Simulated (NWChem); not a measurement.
**Polarisability of ammonia borane (H₆BN)**

```xyz
8

B      0.9250    -0.0703     0.0000
N     -0.7241     0.0551     0.0000
H      1.3318     1.0825     0.0000
H      1.1975    -0.6830    -1.0223
H      1.1975    -0.6830     1.0223
H     -1.0582     0.5584     0.8253
H     -1.1666    -0.8671     0.0000
H     -1.0582     0.5584    -0.8253
```
Charge 0, spin multiplicity 1.

Program: NWChem. All single points use one geometry, from B3LYP/def2-SVP, a minimum by its harmonic frequencies.

Basis set: 6-31G*. Static limit. This basis has no diffuse functions, which lowers polarisabilities.

The correlated methods keep 2 core orbitals frozen. B3LYP has NWChem's definition, with VWN1-RPA local correlation. The Pople sets run with spherical d functions. Coupled-cluster values serve here as a point of comparison, not as the truth.

Task: For the isotropic polarisability, HF gives 22.66 bohr³ and B3LYP gives 23.48 bohr³. What do PBE, BHandHLYP, CCSD linear response give?

Result: PBE: 24.04 bohr³; BHandHLYP: 23.03 bohr³; CCSD linear response: 22.93 bohr³.
